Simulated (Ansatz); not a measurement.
`[SiH3]OCS` and `[OH][AlH][CH2]O[SiH3]` differ in one atom or group.

Ansatz, PBE0-D4/def2-TZVP geometries, multiplicity 1. Each molecule was computed in one conformer, which needn't be the lowest.

| property | `[SiH3]OCS` |
| --- | --- |
| LUMO energy (PBE0/def2-TZVPP) / eV | 0.03 |
| LUMO energy (ωB97M-V/def2-TZVPP) / eV | 1.70 |
| HOMO energy (PBE/def2-TZVPP) / eV | -5.99 |
| HOMO–LUMO gap (ωB97M-V/def2-TZVPP) / eV | 11.18 |
| LUMO energy (PBE/def2-TZVPP) / eV | -0.83 |
| size of the dipole moment (ωB97M-V/def2-TZVPP) / D | 1.50 |

Q: Give the same properties after the change, and the shifts. (An estimate is asked.)

A: Computed: 
| property | `[OH][AlH][CH2]O[SiH3]` | shift |
| --- | --- | --- |
| LUMO energy (PBE0/def2-TZVPP) / eV | -0.76 | -0.79 |
| LUMO energy (ωB97M-V/def2-TZVPP) / eV | 1.01 | -0.69 |
| HOMO energy (PBE/def2-TZVPP) / eV | -6.03 | -0.04 |
| HOMO–LUMO gap (ωB97M-V/def2-TZVPP) / eV | 10.63 | -0.55 |
| LUMO energy (PBE/def2-TZVPP) / eV | -1.61 | -0.78 |
| size of the dipole moment (ωB97M-V/def2-TZVPP) / D | 0.90 | -0.60 |

With PBE0 the HOMO falls by 0.13 eV and the LUMO falls by 0.79 eV, so the gap narrows by about 0.66 eV. PBE moves the HOMO by -0.04 eV and ωB97M-V by -0.14 eV. Dipoles are sizes alone; their direction can turn.
